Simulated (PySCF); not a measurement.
Spectrum to structure. Method used: TDDFT PBE0/def2-SVPD, vertical, gas phase, core orbitals frozen in the response in PySCF. Geometries: GFN2-xTB, one conformer each.

| state | E (eV) | f |
| --- | --- | --- |
| S1 | 4.07 | 0.0009 |
| S2 | 5.87 | 0.0004 |
| S3 | 7.01 | 0.0029 |
| S4 | 7.09 | 0.014 |
| S5 | 7.32 | 0.043 |
| S6 | 7.43 | 0.024 |

**Question.** Which candidate is it? All have the formula C6H12O2.
A. `CC(=O)OCC(C)C`
B. `CCC[C@@H](C=O)OC`
C. `CC(C)[C@H](C)OC=O`
D. `O=C(OC(C)C)CC`
E. `CC[C@@H](C)C(=O)OC`

**Answer.** B. Its S1, at 4.07 eV, is the lowest among the candidates; the nearest of the others has S1 at 5.95 eV. S1 is HOMO→LUMO (93%). Löwdin shares by element: HOMO oxygen 57%, carbon 25% or more (atoms not listed hold the other 17%); LUMO carbon 46% or more, oxygen 34% or more, hydrogen 6% or more. At the same level the other candidates give, for their lowest levels:
- `CC(C)[C@H](C)OC=O`: 5.96 eV (f 0.002); 7.82 eV (f 0.044); 8.03 eV (f 0.007); 8.10 eV (f 0.092); 8.37 eV (f 0.039); T1 5.37 eV; HOMO -8.26, LUMO 0.11 eV
- `CC(=O)OCC(C)C`: 5.95 eV (f 0.001); 7.52 eV (f 0.014); 7.77 eV (f 0.125); 8.09 eV (f 0.015); 8.15 eV (f 0.003); T1 5.40 eV; HOMO -8.00, LUMO 0.29 eV
- `CC[C@@H](C)C(=O)OC`: 5.96 eV (f 0.002); 7.53 eV (f 0.007); 8.07 eV (f 0.067); 8.22 eV (f 0.026); 8.26 eV (f 0.023); T1 5.42 eV; HOMO -7.98, LUMO 0.27 eV
- `CCC(=O)OC(C)C`: 6.00 eV (f 0.001); 7.45 eV (f 0.024); 7.89 eV (f 0.109); 8.13 eV (f 0.010); 8.21 eV (f 0.014); T1 5.44 eV; HOMO -7.94, LUMO 0.37 eV

The values belong to the conformer `[CH3:1][CH2:2][CH2:3][C@@H:4]([CH:5]=[O:6])[O:7][CH3:8]`: C1–C2–C3–C4 -178°, C2–C3–C4–C5 74°, C3–C4–C5–O6 -86°, C3–C4–O7–C8 169°.
Triplets come from the Tamm–Dancoff approximation.
